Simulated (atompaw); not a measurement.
**What one change does to a pseudopotential (erbium (Er), PAW (atompaw))**

erbium, PAW, made with atompaw 4.2.0.5 (PBE, scalar-relativistic). Core [Kr] 4d10 4f11, reference 5s2 5p6 5d1 6s1.5 6p0.5. Waves: 5s (bound): rc 1.75 bohr; 6s (bound): rc 3.00 bohr; 5p (bound): rc 1.60 bohr; 6p (bound): rc 3.00 bohr; 5d (bound): rc 3.00 bohr; 5d channel at 0.95 Ry: rc 3.00 bohr. Local part: bessel scheme, radius 2.45 bohr. Core correction: smooth core density matched at 2.60 bohr. Augmentation charge: besselshape compensation charge, radius 2.50 bohr; PAW radius 3.00 bohr; waves and projectors: custom polynom2 7 10 vanderbiltortho.

All-electron outer shells of the reference configuration (PBE, scalar-relativistic, ld1.x):

| shell | level (eV) | outermost node (bohr) | outermost maximum (bohr) |
| --- | --- | --- | --- |
| 4d | -173.34 | 0.25 | 0.51 |
| 5s | -56.73 | 0.60 | 1.10 |
| 5p | -30.47 | 0.65 | 1.26 |
| 4f | -10.19 | – | 0.51 |
| 6s | -4.83 | 1.49 | 3.18 |
| 5d | -2.64 | 0.73 | 1.86 |
| 6p | -1.66 | 1.80 | 4.34 |

Change: local potential bessel scheme, radius 2.66 bohr.

Cutoffs: the cutoffs (Ry, on a coarse ladder) from which the occupation-weighted sum of valence levels, in a spherical-Bessel basis at the reference potential, stays within 10 and 1 mRy of its value at 400 Ry; they do not see the model core or the augmentation charge, which bear on the density cutoff.

Question: What does the change do?

Answer: The potential gets neither clearly harder nor softer (21 Ry and 35 Ry → 21 Ry and 35 Ry); the range in which the p phases agree widens (upper end 0.6 → 3.1); neither file shows a bound ghost.

| quantity | base | changed |
| --- | --- | --- |
| cutoff, loose | 21 Ry | 21 Ry |
| cutoff, tight | 35 Ry | 35 Ry |
| bound ghosts | none | none |
| s: phases at 3.00 bohr within 0.05 rad from the reference energy up to (Ry; the scan ends near 5) | 2.1 | 2.2 |
| p: phases at 3.00 bohr within 0.05 rad from the reference energy up to (Ry; the scan ends near 5) | 0.6 | 3.1 |
| d: phases at 3.00 bohr within 0.05 rad from the reference energy up to (Ry; the scan ends near 5) | 2.1 | 2.1 |
| lowest overlap eigenvalue by channel | s 0.38, p 0.47, d 0.89 | s 0.39, p 0.47, d 0.89 |

 The cutoffs see the waves, projectors and local potential, not the compensation charge or the core.
